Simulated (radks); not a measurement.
The numbers below are computed, except where a source is named.
All-electron atom: Pt XLIV in [Ar] 3d10 4s2 4p5 (the NIST ground configuration). Level of theory: Dirac Kohn-Sham, PBE, spin-unpolarised, spherical densities, finite nucleus; open shells are shared between the two j in proportion to 2j + 1; Fermi nuclear charge, rms radius 5.427 fm (a radial shooting solver on a logarithmic mesh with Libxc functionals).

Normalised radial functions P(r) = r R(r) (large component), r in bohr:

r            3p1/2    4p3/2
0.0007237   0.0308   0.0022
0.00092     0.0393   0.0034
0.00117     0.0503   0.0054
0.001487    0.0650   0.0084
0.00189     0.0847   0.0131
0.002403    0.1112   0.0203
0.003055    0.1472   0.0314
0.003883    0.1961   0.0481
0.004936    0.2624   0.0730
0.006275    0.3517   0.1096
0.007978    0.4701   0.1622
0.01014     0.6229   0.2352
0.01289     0.8125   0.3327
0.01639     1.0333   0.4553
0.02083     1.2646   0.5962
0.02649     1.4626   0.7351
0.0334      1.5527   0.8300
0.04246     1.4435   0.8272
0.05398     1.0274   0.6500
0.06862     0.2570   0.2500
0.08724    -0.7841  -0.3362
0.1109     -1.8345  -0.9256
0.141      -2.5172  -1.1971
0.1792     -2.5448  -0.8445
0.2278     -1.9518   0.1415
0.2896     -1.1116   1.2934
0.3682     -0.4475   1.9036
0.4681     -0.1179   1.6368
0.595      -0.0183   0.8884
0.7564     -0.0015   0.2927
0.9616     -0.0001   0.0530
1.222      0.0000   0.0046

3p1/2: eigenvalue -4973.6 eV, 1 radial node at r = 0.0731 bohr, <r> = 0.174 bohr, 90 % of the charge inside 0.262 bohr. 4p3/2: eigenvalue -2205.3 eV, 2 radial nodes at r = 0.0765, 0.221 bohr, <r> = 0.389 bohr, 90 % of the charge inside 0.554 bohr.
